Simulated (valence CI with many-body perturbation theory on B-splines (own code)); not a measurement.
## Energy levels of Hg⁷⁺

Level of theory: valence CI with perturbative core correlation (CI+MBPT): five valence electrons over a frozen Dirac-Fock core [Xe] 4f14, a basis of 7 s, 7 p, 8 d, 6 f, 4 g, 1 h functions for each j, with the one-electron correlation potential Σ1, the two-electron term Σ2, the three-electron term Σ3, Breit, model QED; selected CI, second order for the rest, scaled by the run's own slope (own B-spline code, finite nucleus).

No measured spectrum was set against this ion. As an estimate, terms of the open shell hold to 2 to 4 % of their energy, and close levels can change places; different configurations can be misplaced against each other by 1,000 to 8,000 cm⁻¹. Among the levels kept, up to 560 cm⁻¹ of a level comes from second order outside the variational space, and about a tenth of that is noise between levels of different J, which matters for small intervals. Only levels of the ground parity were solved; by the run's estimate the other parity begins above the list, which can be wrong where configurations are misplaced.

Levels 1 to 32 of 32, with energies above the lowest level, (5d3/2^3 5d5/2^2) J=5/2 [a]. "Leading %" is the weight of the configuration and term that name the level; weights of strongly mixed levels are sums over their largest components and can fall short, so below about 35 % the name and the second component can differ from the true leading terms, or belong to a minority configuration. In the jj column 3d3/2^4 stands for four electrons in 3d with j = 3/2. Lifetimes count E1, E2, E3, M1 and M2 decay at the calculated energies, and are blank where another channel may lead or the interval is too uncertain; long ones can be off by a factor of two.

```
No.  Configuration  Term     J  E (eV)  Leading %  Lifetime  Second component              Leading jj
  1            5d⁵    ⁶S   5/2   0.000         70                 21 % 5d⁵ ⁴P  5d3/2^3 5d5/2^2 (38 %)
  2            5d⁵    ⁴G   5/2   2.350         26   10.7 ms       24 % 5d⁵ ²F    5d3/2^4 5d5/2 (55 %)
  3            5d⁵    ⁴G   7/2   3.562         53   27.0 ms       18 % 5d⁵ ⁴D  5d3/2^3 5d5/2^2 (91 %)
  4            5d⁵    ⁴D   3/2   3.715         46   5.10 ms       38 % 5d⁵ ⁴P  5d3/2^3 5d5/2^2 (90 %)
  5            5d⁵    ⁴G  11/2   3.835         63                 25 % 5d⁵ ²H  5d3/2^3 5d5/2^2 (83 %)
  6            5d⁵    ⁴G   5/2   4.064         36   8.33 ms       33 % 5d⁵ ⁴D  5d3/2^3 5d5/2^2 (54 %)
  7            5d⁵    ⁴G   9/2   4.098         70    479 ms       13 % 5d⁵ ⁴F  5d3/2^3 5d5/2^2 (67 %)
  8            5d⁵    ⁴P   1/2   4.430         57    120 ms       31 % 5d⁵ ⁴D  5d3/2^3 5d5/2^2 (64 %)
  9            5d⁵    ⁴D   7/2   5.094         43   20.7 ms       24 % 5d⁵ ⁴G  5d3/2^2 5d5/2^3 (54 %)
 10            5d⁵    ²D   5/2   5.352         37   4.36 ms       17 % 5d⁵ ⁴D  5d3/2^3 5d5/2^2 (50 %)
 11            5d⁵    ²F   7/2   5.886         33   15.5 ms       21 % 5d⁵ ⁴D  5d3/2^2 5d5/2^3 (50 %)
 12            5d⁵    ²I  11/2   5.902         64   12.8 ms       26 % 5d⁵ ⁴G  5d3/2^2 5d5/2^3 (86 %)
 13            5d⁵    ⁴D   1/2   6.088         66   7.70 ms       25 % 5d⁵ ⁴P  5d3/2^2 5d5/2^3 (87 %)
 14            5d⁵    ²D   3/2   6.154         45   13.8 ms       32 % 5d⁵ ⁴D  5d3/2^2 5d5/2^3 (49 %)
 15            5d⁵    ²G   9/2   6.305         48   13.6 ms       26 % 5d⁵ ⁴G  5d3/2^2 5d5/2^3 (68 %)
 16            5d⁵    ⁴F   3/2   6.481         47   2.66 ms       42 % 5d⁵ ⁴P  5d3/2^2 5d5/2^3 (82 %)
 17            5d⁵    ²I  13/2   6.571         99   61.0 ms                    5d3/2^2 5d5/2^3 (99 %)
 18            5d⁵    ²F   5/2   6.822         38   4.38 ms       20 % 5d⁵ ⁴F  5d3/2^2 5d5/2^3 (75 %)
 19            5d⁵    ²H   9/2   7.622         51   3.51 ms       46 % 5d⁵ ⁴F  5d3/2^2 5d5/2^3 (98 %)
 20            5d⁵    ²G   7/2   7.799         59   15.4 ms       32 % 5d⁵ ²F  5d3/2^2 5d5/2^3 (94 %)
 21            5d⁵    ⁴F   5/2   7.841         45   3.28 ms       25 % 5d⁵ ²F  5d3/2^2 5d5/2^3 (73 %)
 22            5d⁵    ²F   5/2   8.394         36   1.89 ms       24 % 5d⁵ ⁴P    5d3/2 5d5/2^4 (57 %)
 23            5d⁵    ²D   3/2   8.412         69   7.41 ms       23 % 5d⁵ ⁴F  5d3/2^2 5d5/2^3 (44 %)
 24            5d⁵    ²F   7/2   8.658         59   4.54 ms       29 % 5d⁵ ²G  5d3/2^2 5d5/2^3 (66 %)
 25            5d⁵    ²S   1/2   8.829         68   3.57 ms       16 % 5d⁵ ⁴P  5d3/2^2 5d5/2^3 (44 %)
 26            5d⁵    ⁴F   7/2   9.282         42   2.54 ms       31 % 5d⁵ ²F    5d3/2 5d5/2^4 (86 %)
 27            5d⁵    ²G   9/2   9.403         50   6.45 ms       28 % 5d⁵ ²H  5d3/2^2 5d5/2^3 (52 %)
 28            5d⁵    ²H  11/2   9.624         66   2.43 ms       24 % 5d⁵ ²I    5d3/2 5d5/2^4 (94 %)
 29            5d⁵    ²D   3/2  10.104         72   1.81 ms       14 % 5d⁵ ⁴D    5d3/2 5d5/2^4 (62 %)
 30            5d⁵    ²D   5/2  10.711         66   1.97 ms       24 % 5d⁵ ²F    5d3/2 5d5/2^4 (76 %)
 31            5d⁵    ²G   9/2  11.098         90   3.75 ms                    5d3/2^2 5d5/2^3 (49 %)
 32            5d⁵    ²D   5/2  11.249         50   2.42 ms       30 % 5d⁵ ²F          5d5/2^5 (46 %)
```

The ionisation energy to 5d⁴ ⁵D0 of the next ion comes out as 114.67 eV (NIST: 113.9 ± 2.1 eV (theoretical)). All 32 levels together are meant to be complete up to 11.529 eV.
